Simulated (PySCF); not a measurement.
Work out the structure from these simulated measurements.

Formula: C6H4O.

- 13C NMR: chemical shifts (computed TMS as zero) by class: 141.4 (1 C), 135.6 (1 C), 116.7 (1 C), 110.0 (1 C), 82.7 (1 C), 73.9 (1 C) ppm [GIAO KT2/pcSseg-2]
- NMR, other nuclei: isotropic shieldings of nuclei other than C and H, by class: 15 (1 O) ppm [GIAO KT2/pcSseg-2]
- Rotational structure: rotational constants A, B, C: 9.300, 2.000, 1.646 GHz [PBE0-D3(BJ)/def2-SVP]
- Valence photoelectron: vertical ionisation energy: 8.50 eV [ΔSCF CAM-B3LYP/def2-SVPD]
- Triplet: lowest triplet excitation (Tamm–Dancoff): 3.32 eV [TDA CAM-B3LYP/def2-SVPD]
- UV, first state: lowest singlet excitation: 5.19 eV (239 nm, f = 0.366) [TDDFT CAM-B3LYP/def2-SVPD]
- Couplings: largest of the computed one-bond spin–spin couplings (means over like bonds): 13C–1H +278.1, 13C–1H +212.9, 13C–13C +208.8, 13C–1H +187.6, 13C–1H +185.9, 13C–13C +130.7, 13C–13C +79.8, 13C–13C +72.7 Hz [B3LYP/pcJ-1, spin–dipole term left out]
- 1H NMR: chemical shifts (computed TMS as zero) by class: 7.38 (1 H), 6.74 (1 H), 6.45 (1 H), 3.51 (1 H) ppm [GIAO KT2/pcSseg-2]
- Polarisability: 74.1 au [CAM-B3LYP/def2-SVPD]

The electronic properties come from PySCF, for the isolated species, density fitting. Levels stand in brackets. Isolated species at its PBE0-D3(BJ)/def2-SVP geometry, gas phase. Each NMR value is the plain mean over a class of atoms that symmetry, rotation or inversion makes alike.

Question: What is the compound? Reason from the data.

Answer: Numbering: `[CH:1]#[C:2][c:3]1[cH:4][cH:5][cH:6][o:7]1`. Its formula, C6H4O, gives 5 degrees of unsaturation: 1 ring and 4 π bonds in the structure found (Kekulé form). 6 carbons fall into 6 classes; from least to most shielded: aromatic CH next to a ring oxygen [C6] (141.4 ppm), substituted aromatic carbon [C3] (135.6 ppm), aromatic CH carbon [C4] (116.7 ppm), aromatic CH carbon [C5] (110.0 ppm), terminal alkyne carbon [C1] (82.7 ppm), alkyne carbon [C2] (73.9 ppm). Hydrogen classes from least to most shielded: 1 H on an aromatic CH next to a ring oxygen, C6 (7.38 ppm), 1 H on an aromatic CH carbon, C4 (6.74 ppm), 1 H on an aromatic CH carbon, C5 (6.45 ppm), 1 H on a terminal alkyne carbon, C1 (3.51 ppm). The other shieldings belong to: 15 ppm, furan-type oxygen [O7]. The couplings run between: +278.1 Hz, terminal alkyne carbon [C1] and its hydrogen; +212.9 Hz, aromatic CH next to a ring oxygen [C6] and its hydrogen; +208.8 Hz, terminal alkyne carbon [C1] and alkyne carbon [C2]; +187.6 Hz, aromatic CH carbon [C4] and its hydrogen; +185.9 Hz, aromatic CH carbon [C5] and its hydrogen; +130.7 Hz, alkyne carbon [C2] and substituted aromatic carbon [C3]; +79.8 Hz, substituted aromatic carbon [C3] and aromatic CH carbon [C4]; +72.7 Hz, aromatic CH carbon [C5] and aromatic CH next to a ring oxygen [C6]. The first electron is taken from the HOMO, whose largest Löwdin shares are 0.20 on the aromatic CH next to a ring oxygen, 0.18 on the substituted aromatic carbon, 0.17 on the terminal alkyne carbon and 0.12 on an aromatic CH carbon. The optimised geometry has point group Cs and is an asymmetric top. Structure: `C#CC1=CC=CO1`. The assignments are read from this structure; whether some other isomer fits the data as well wasn't checked.
